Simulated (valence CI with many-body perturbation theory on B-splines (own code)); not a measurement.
**K11+: calculated level list**

Computed by valence CI with perturbative core correlation (CI+MBPT): six valence electrons over a frozen Dirac-Fock core [He], a basis of 9 s, 9 p, 8 d, 6 f, 3 g, 1 h functions for each j, with the one-electron correlation potential Σ1, the two-electron term Σ2, the three-electron term Σ3, Breit, model QED; selected CI, second order for the rest, scaled by the run's own slope (own B-spline code, finite nucleus).

No measured spectrum was set against this ion. As an estimate, levels of excited configurations hold to 0.05 to 0.15 % of their energy, terms of the ground configuration to about 0.5 %. Among the levels kept, up to 3300 cm⁻¹ of a level comes from second order outside the variational space, and about a tenth of that is noise between levels of different J, which matters for small intervals.

Levels 1 to 45 of 57, with energies above the lowest level, 2s2 2p4 3P_2. "Leading %" is the weight of the configuration and term that name the level; weights of strongly mixed levels are sums over their largest components and can fall short. In the jj column 3d3/2^4 stands for four electrons in 3d with j = 3/2. Lifetimes count E1, E2, E3, M1 and M2 decay at the calculated energies, and are blank where another channel may lead or the interval is too uncertain; long ones can be off by a factor of two.

```
No.  Configuration  Term  J  E (Ry)  Leading %    Second component                       Leading jj  Lifetime
  1        2s2 2p4    3P  2   0.000         97                          2s^2 2p1/2^2 2p3/2^2 (79 %)          
  2        2s2 2p4    3P  1   0.173        100                           2s^2 2p1/2 2p3/2^3 (100 %)   6.66 ms
  3        2s2 2p4    3P  0   0.212         97                                  2s^2 2p3/2^4 (50 %)    240 ms
  4        2s2 2p4    1D  2   0.727         97                            2s^2 2p1/2 2p3/2^3 (79 %)   1.99 ms
  5        2s2 2p4    1S  0   1.488         95                                  2s^2 2p3/2^4 (49 %)    217 μs
  6         2s 2p5   3P°  2   5.227         99                            2s 2p1/2^2 2p3/2^3 (99 %)   42.9 ps
  7         2s 2p5   3P°  1   5.371         99                              2s 2p1/2 2p3/2^4 (61 %)   40.8 ps
  8         2s 2p5   3P°  0   5.455         99                              2s 2p1/2 2p3/2^4 (99 %)   40.2 ps
  9         2s 2p5   1P°  1   7.200         99                            2s 2p1/2^2 2p3/2^3 (61 %)   11.8 ps
 10            2p6    1S  0  12.186         96                               2p1/2^2 2p3/2^4 (96 %)   14.0 ps
 11     2s2 2p3 3s   5S°  2  26.367         97                         2s^2 2p1/2 2p3/2^2 3s (52 %)    408 ps
 12     2s2 2p3 3s   3S°  1  26.694         97                         2s^2 2p1/2 2p3/2^2 3s (51 %)   1.33 ps
 13     2s2 2p3 3s   3D°  1  27.373         92                         2s^2 2p1/2 2p3/2^2 3s (47 %)   4.00 ps
 14     2s2 2p3 3s   3D°  2  27.379         90  7 % 2s2 2p3 3s 3P°     2s^2 2p1/2 2p3/2^2 3s (58 %)   4.13 ps
 15     2s2 2p3 3s   3D°  3  27.410         98                         2s^2 2p1/2 2p3/2^2 3s (98 %)   4.18 ps
 16     2s2 2p3 3s   1D°  2  27.552         91  4 % 2s2 2p3 3s 3P°     2s^2 2p1/2 2p3/2^2 3s (84 %)   1.71 ps
 17     2s2 2p3 3p    5P  1  27.717         96                      2s^2 2p1/2 2p3/2^2 3p1/2 (47 %)    605 ps
 18     2s2 2p3 3p    5P  2  27.730         95                      2s^2 2p1/2 2p3/2^2 3p1/2 (32 %)    621 ps
 19     2s2 2p3 3p    5P  3  27.760         97                      2s^2 2p1/2 2p3/2^2 3p3/2 (52 %)    577 ps
 20     2s2 2p3 3s   3P°  0  27.917         97                         2s^2 2p1/2 2p3/2^2 3s (97 %)   4.34 ps
 21     2s2 2p3 3s   3P°  1  27.935         92                         2s^2 2p1/2 2p3/2^2 3s (78 %)   4.09 ps
 22     2s2 2p3 3s   3P°  2  27.990         85  6 % 2s2 2p3 3s 1D°           2s^2 2p3/2^3 3s (76 %)   3.88 ps
 23     2s2 2p3 3p    3P  1  28.030         94                      2s^2 2p1/2^2 2p3/2 3p3/2 (43 %)    480 ps
 24     2s2 2p3 3p    3P  2  28.045         95                      2s^2 2p1/2 2p3/2^2 3p3/2 (44 %)    475 ps
 25     2s2 2p3 3p    3P  0  28.055         98                      2s^2 2p1/2 2p3/2^2 3p3/2 (80 %)    513 ps
 26     2s2 2p3 3s   1P°  1  28.124         90  5 % 2s2 2p3 3s 3D°           2s^2 2p3/2^3 3s (58 %)   1.75 ps
 27     2s2 2p3 3p    1P  1  28.562         52  42 % 2s2 2p3 3p 3D  2s^2 2p1/2 2p3/2^2 3p1/2 (39 %)    384 ps
 28     2s2 2p3 3p    3D  2  28.651         85  11 % 2s2 2p3 3p 3F  2s^2 2p1/2 2p3/2^2 3p1/2 (50 %)    558 ps
 29     2s2 2p3 3p    3D  3  28.693         81  17 % 2s2 2p3 3p 3F  2s^2 2p1/2 2p3/2^2 3p1/2 (48 %)    489 ps
 30     2s2 2p3 3p    3D  1  28.694         53  44 % 2s2 2p3 3p 1P  2s^2 2p1/2 2p3/2^2 3p3/2 (69 %)    316 ps
 31     2s2 2p3 3p    3F  2  28.746         81  13 % 2s2 2p3 3p 3D  2s^2 2p1/2 2p3/2^2 3p1/2 (26 %)    392 ps
 32     2s2 2p3 3p    3F  3  28.781         76  22 % 2s2 2p3 3p 3D  2s^2 2p1/2 2p3/2^2 3p3/2 (53 %)    349 ps
 33     2s2 2p3 3p    3F  4  28.811         99                      2s^2 2p1/2 2p3/2^2 3p3/2 (99 %)    508 ps
 34     2s2 2p3 3p    1F  3  28.833         94   4 % 2s2 2p3 3p 3D  2s^2 2p1/2 2p3/2^2 3p3/2 (41 %)    534 ps
 35     2s2 2p3 3p    3P  1  29.115         50  44 % 2s2 2p3 3p 3S  2s^2 2p1/2 2p3/2^2 3p3/2 (44 %)   45.1 ps
 36     2s2 2p3 3p    3P  0  29.152         96                      2s^2 2p1/2^2 2p3/2 3p3/2 (64 %)   46.7 ps
 37     2s2 2p3 3p    3P  2  29.204         93                      2s^2 2p1/2 2p3/2^2 3p1/2 (43 %)   34.3 ps
 38     2s2 2p3 3p    3D  1  29.286         78  12 % 2s2 2p3 3p 1P  2s^2 2p1/2 2p3/2^2 3p1/2 (87 %)    113 ps
 39     2s2 2p3 3p    3S  1  29.301         46  42 % 2s2 2p3 3p 3P  2s^2 2p1/2 2p3/2^2 3p3/2 (61 %)   46.9 ps
 40     2s2 2p3 3p    3D  2  29.304         68  21 % 2s2 2p3 3p 1D        2s^2 2p3/2^3 3p1/2 (35 %)    112 ps
 41     2s2 2p3 3p    3D  3  29.366         87   5 % 2s2 2p3 3p 1F        2s^2 2p3/2^3 3p3/2 (70 %)    136 ps
 42     2s2 2p3 3p    1D  2  29.370         55  22 % 2s2 2p3 3p 3D  2s^2 2p1/2 2p3/2^2 3p3/2 (79 %)    116 ps
 43     2s2 2p3 3p    1P  1  29.437         70   9 % 2s2 2p3 3p 3P  2s^2 2p1/2 2p3/2^2 3p3/2 (40 %)    102 ps
 44     2s2 2p3 3d   5D°  0  29.438         98                      2s^2 2p1/2 2p3/2^2 3d3/2 (53 %)   86.8 ps
 45     2s2 2p3 3d   5D°  1  29.438         98                      2s^2 2p1/2 2p3/2^2 3d3/2 (48 %)   84.9 ps
```

Names give the largest LS component (configuration and term), which can be under half, so a name can repeat, a term be missing and a line seem to break the LS rules; names also repeat where a configuration has a term twice.

Where two levels of one J and parity lie close, their mixing, g and order are uncertain.

The ionisation energy to 2s2 2p3 4S°_3/2 of the next ion comes out as 630.45 eV (NIST: 631.1 ± 0.9 eV (semi-empirical)). All 57 levels together are meant to be complete up to 30.321 Ry.
